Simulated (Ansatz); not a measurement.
Reaction (formal exchange of groups at the Si–C bond): `C=C=C(O)[SiH3]` + `OB(F)[SiH3]` → `OB(F)[SiH2][SiH3]` + `C=C=CO`

Isolated molecules relaxed with PBE0-D4/def2-TZVP in Ansatz; ΔE leaves out vibrations. CCSD(T)/CBS is the MP2 limit (def2-TZVPP, def2-QZVPP) plus CCSD(T) − MP2 in def2-TZVPP, frozen cores. DFT in def2-TZVPP. One conformer a species, not always the lowest.

| species | ωB97X-V energy (Eh) |
| --- | --- |
| `C=C=C(O)[SiH3]` | -482.54549 |
| `OB(F)[SiH3]` | -491.90020 |
| `OB(F)[SiH2][SiH3]` | -782.56287 |
| `C=C=CO` | -191.88564 |

Task: Work out ΔE.

Result: ΔE = (-782.56287) + (-191.88564) − (-482.54549) − (-491.90020) = -0.00282 Eh = -1.8 kcal/mol. CCSD(T)/CBS gives -1.3 kcal/mol.

Largest T1 diagnostic among the species: 0.014.
